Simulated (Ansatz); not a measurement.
Total energies of ClF$_{2}$H$_{3}$OSi$_{2}$ (`F[SiH](F)O[SiH2]Cl`).

```json
{"atom": "F1", "x (Å)": "1.8500", "y (Å)": "1.3034", "z (Å)": "0.6391"}
{"atom": "Si2", "x (Å)": "0.5661", "y (Å)": "0.6602", "z (Å)": "1.2986"}
{"atom": "F3", "x (Å)": "1.0404", "y (Å)": "-0.1379", "z (Å)": "2.5741"}
{"atom": "O4", "x (Å)": "-0.1020", "y (Å)": "-0.3868", "z (Å)": "0.2772"}
{"atom": "Si5", "x (Å)": "-0.5764", "y (Å)": "-0.8216", "z (Å)": "-1.2191"}
{"atom": "Cl6", "x (Å)": "-1.3822", "y (Å)": "0.7962", "z (Å)": "-2.1800"}
{"atom": "H7", "x (Å)": "-0.3613", "y (Å)": "1.7199", "z (Å)": "1.6996"}
{"atom": "H8", "x (Å)": "-1.6232", "y (Å)": "-1.8522", "z (Å)": "-1.0890"}
{"atom": "H9", "x (Å)": "0.5885", "y (Å)": "-1.2811", "z (Å)": "-2.0005"}
```

Charge 0, multiplicity 1. Geometry: relaxed with PBE0-D4/def2-TZVP. It is one conformer, not always the lowest. Basis def2-TZVPP, Ansatz 0.2.0.

RPA on PBE orbitals: Hartree–Fock energy of these orbitals -1313.24946 Eh, correlation -1.81112 Eh (frozen core).

```
             functional  energy without D4 (Eh)  D4 term (kJ/mol)
            LDA (SPW92)             -1310.73219                 –
                    PBE             -1315.58412             -23.7
                 revPBE             -1316.03145             -65.4
                   BLYP             -1316.31302             -51.2
                 r2SCAN             -1316.15670              -5.8
                 B97M-V             -1315.99255                 –
                   PBE0             -1315.68305             -20.3
                  B3LYP             -1316.40970             -38.4
                r2SCANh             -1316.13768              -6.3
                r2SCAN0             -1316.11060              -7.0
HSE06 (plane-wave form)             -1315.65105             -19.1
                  BHLYP             -1316.25844             -31.4
              CAM-B3LYP             -1316.32180             -20.9
                LC-ωPBE             -1315.89277                 –
                ωB97X-V             -1316.10156                 –
                ωB97M-V             -1316.22746                 –
                 B2PLYP             -1315.84032                 –
               PBE-QIDH             -1315.40965                 –
```

B3LYP takes the VWN-RPA correlation (the form of Gaussian; ORCA's B3LYP/G). HSE06 is the plane-wave form, built on full-range PBE exchange. The double hybrids freeze the cores in their second-order part.

LC-ωPBE has ω = 0.4 bohr⁻¹.
